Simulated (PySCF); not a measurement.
H3GeIZn, SMILES [GeH3][Zn][I], CAM-B3LYP/def2-SVP optimised geometry.

```
6

Zn    -0.76     0.36     0.00
I     -1.65     2.64     0.01
Ge     0.11    -1.86     0.00
H     -0.36    -2.64     1.24
H     -0.36    -2.64    -1.24
H      1.65    -1.86     0.00
```

Density from PySCF with CAM-B3LYP/def2-TZVP, def2 effective core potentials past Kr at that geometry. The core electrons that the potentials of I replace are not part of the density.

Minimum of the electron density along straight lines between bonded atoms, close to the bond critical point (lines longer than 1.1 times the sum of covalent radii, or with two minima, are not listed):

```
bond     length / Å  ρ at the minimum / e bohr⁻³  ∇²ρ there / e bohr⁻⁵  position (fraction from the first atom)
-------  ----------  ---------------------------  --------------------  ---------------------------------------
Zn1–I2        2.446                        0.072                  0.12                                     0.43
Zn1–Ge3       2.382                        0.075                  0.00                                     0.47
Ge3–H4        1.538                        0.132                  0.06                                     0.59
Ge3–H5        1.538                        0.132                  0.06                                     0.59
Ge3–H6        1.538                        0.132                  0.06                                     0.59
```
